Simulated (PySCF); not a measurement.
C2H6BNO2, SMILES O(B(O)N)C=C.

The structure is a stationary point at PBE-D3(BJ)/def2-SVP. This is a generated structure with no PubChem entry under its InChIKey; it may be hypothetical. One conformer was computed; it need not be the lowest.

Computed with PySCF with TDDFT-PBE/def2-SVPD.

Vertical excitations. Isolated molecule, no solvent.

### Question
Estimate the UV-visible absorptions. (Estimate from the structure and the level; the computed values follow.)

### Answer

```csv
state,energy (eV),λ (nm),f,main pairs
S1,5.01,248,0.009,"HOMO→LUMO+1 51 %, HOMO→LUMO 49 %"
S2,5.72,217,0.033,"HOMO−1→LUMO 33 %, HOMO→LUMO+1 24 %, HOMO→LUMO 23 %, HOMO−1→LUMO+1 16 %"
S3,5.92,209,0.006,"HOMO−1→LUMO+1 61 %, HOMO−1→LUMO 38 %"
S4,6.23,199,0.059,HOMO→LUMO+2 67 %
S5,6.33,196,0.099,"HOMO→LUMO+2 31 %, HOMO−1→LUMO 15 %, HOMO→LUMO 12 %, HOMO→LUMO+1 12 %"
S6,6.63,187,0.023,HOMO→LUMO+3 91 %
S7,6.86,181,0.004,"HOMO−2→LUMO 65 %, HOMO−2→LUMO+1 34 %"
S8,6.95,178,0.001,HOMO→LUMO+4 95 %
S9,6.99,177,0.004,"HOMO−2→LUMO+1 56 %, HOMO−2→LUMO 28 %, HOMO→LUMO+5 9 %"
S10,7.14,174,0.004,HOMO−1→LUMO+2 99 %
T1,4.18,297,0,"HOMO→LUMO 56 %, HOMO→LUMO+1 39 %"
T2,4.96,250,0,"HOMO→LUMO+1 58 %, HOMO→LUMO 41 %"
T3,5.72,217,0,HOMO−1→LUMO 97 %
T4,5.80,214,0,HOMO−1→LUMO+1 98 %
```
Triplets are in the Tamm–Dancoff approximation, which puts them higher than full response would, so one can lie above its singlet here.
